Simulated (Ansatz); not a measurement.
`CO[SiH2][NH][GeH3]` + `OC(O)=S` → `OC(=S)[O][GeH3]` + `CO[SiH2]N`  (ligand exchange at a Ge–N bond)

Calculated with Ansatz (gas phase, PBE0-D4/def2-TZVP geometries, no zero-point term in ΔE). CCSD(T)/CBS is the MP2 limit (def2-TZVPP, def2-QZVPP) plus CCSD(T) − MP2 in def2-TZVPP, frozen cores. This one scheme is used for every species. Functionals use def2-TZVPP. B3LYP here is the variant with VWN-RPA as its local correlation; programs differ in this. For Ge outer-core shells are correlated without core-valence functions, which leaves a few kJ/mol of doubt a bond. Scalar relativity is left out up to krypton. Each species was taken in one conformer, which may not be the lowest.

`CO[SiH2][NH][GeH3]`:

Z-matrix (Å, degrees):
```
C
O 1 1.407
H 1 1.097 2 111.5
H 1 1.092 2 108.5 3 -119.2
H 1 1.097 2 111.7 3 121.5
Si 2 1.647 1 122.4 3 -69.7
N 6 1.702 2 110.9 1 -170.8
H 6 1.489 2 107.4 1 -50.9
H 6 1.489 2 109.8 1 69.2
Ge 7 1.842 6 125.8 2 70.0
H 7 1.009 6 116.8 2 -91.5
H 10 1.534 7 106.0 6 20.4
H 10 1.539 7 108.9 6 139.9
H 10 1.540 7 111.4 6 -99.7
```

`OC(O)=S`:

Z-matrix (Å, degrees):
```
C
O 1 1.320
S 1 1.626 2 124.4
O 1 1.335 2 110.7 3 -180.0
H 2 0.968 1 109.2 3 -180.0
H 4 0.966 1 106.9 2 -180.0
```

`OC(=S)[O][GeH3]`:

Cartesian coordinates in Å:
```
O 1.020 -0.482 -0.926
C 0.905 -0.861 0.357
S 1.915 -1.934 1.063
O -0.096 -0.272 0.946
Ge -1.184 0.924 0.084
H 1.778 -0.959 -1.291
H -1.865 0.192 -1.074
H -2.150 1.288 1.211
H -0.323 2.103 -0.370
```

`CO[SiH2]N`:

Z-matrix (Å, degrees):
```
C
O 1 1.406
H 1 1.096 2 111.5
H 1 1.097 2 111.6 3 121.4
H 1 1.092 2 108.5 3 -119.3
Si 2 1.645 1 122.7 3 -65.4
N 6 1.706 2 116.5 1 62.3
H 6 1.489 2 109.1 1 -56.3
H 6 1.479 2 103.1 1 -177.3
H 7 1.005 6 122.3 2 -93.4
H 7 1.006 6 123.2 2 68.6
```

```csv
level,ΔE (eV)
B3LYP-D4,-0.31
MP2/def2-TZVPP,-0.26
SCS-MP2/def2-TZVPP,-0.28
HF/def2-QZVPP,-0.33
```

Q: What does CCSD(T)/CBS give? (An estimate is asked.)

A: The calculation gave: -0.26 eV. The listed levels differ from it by -0.05, 0.00, -0.02, -0.07 eV.

Largest T1 diagnostic among the species: 0.016.

In def2-TZVPP, CCSD(T) changes the Hartree–Fock value by +0.07 eV (the triples alone add −0.00 eV) and MP2 by +0.06 eV.
